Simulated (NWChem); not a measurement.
Molecule: GaCl, singlet; SMILES [Cl][Ga]

```xyz
2

Ga     0.0000     0.0000    -0.8109
Cl     0.0000     0.0000     1.4436
```
Atoms are numbered in this order, from 1.

Low-valent species are run as closed-shell singlets; no triplet was tried in these runs. All runs use the structure optimised with B3LYP/6-31G* (spherical d).

Q: List the 4 lowest vertical singlet excitations from B3LYP/6-31G* (spherical d), full TDDFT (NWChem).

A: 
```json
[
 {"state": "S1", "energy (eV)": "4.80", "oscillator strength": "0.087", "leading excitation (squared amplitude)": "HOMO → LUMO (0.98)"},
 {"state": "S2", "energy (eV)": "4.80", "oscillator strength": "0.087", "leading excitation (squared amplitude)": "HOMO → LUMO+1 (0.98)"},
 {"state": "S3", "energy (eV)": "5.22", "oscillator strength": "0.000", "leading excitation (squared amplitude)": "HOMO−2 → LUMO+1 (0.50)"},
 {"state": "S4", "energy (eV)": "5.30", "oscillator strength": "0.000", "leading excitation (squared amplitude)": "HOMO−2 → LUMO (0.50)"}
]
```
